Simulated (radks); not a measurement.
Results of a calculation; reference values are marked as such.
Q: Species: Kr XXXII. Configuration: [He] 2s2 2p1. Code: a radial shooting solver on a logarithmic mesh with Libxc functionals. Model: non-relativistic Kohn-Sham, LB94 model potential, spin-polarised, spherical densities, point nucleus; open shells are filled with parallel spins first. Some entries of the table are withheld. Estimate them.

| orbital | occ. | eigenvalue (Ry) | <r> (bohr) |
|---|---|---|---|
| 1s down | 1 | -1200.499 | 0.04220 |
| 1s up | 1 | -1200.120 | 0.04221 |
| 2s up | 1 | -275.6020 | 0.1755 |
| 2s down | 1 | -274.0740 | 0.1758 |
| 2p up | 1 | (1) | 0.1484 |
| 2p down | 0 | (2) | 0.1485 |

A: 
(1) 2p up eigenvalue (Ry): -269.2151
(2) 2p down eigenvalue (Ry): -267.8129
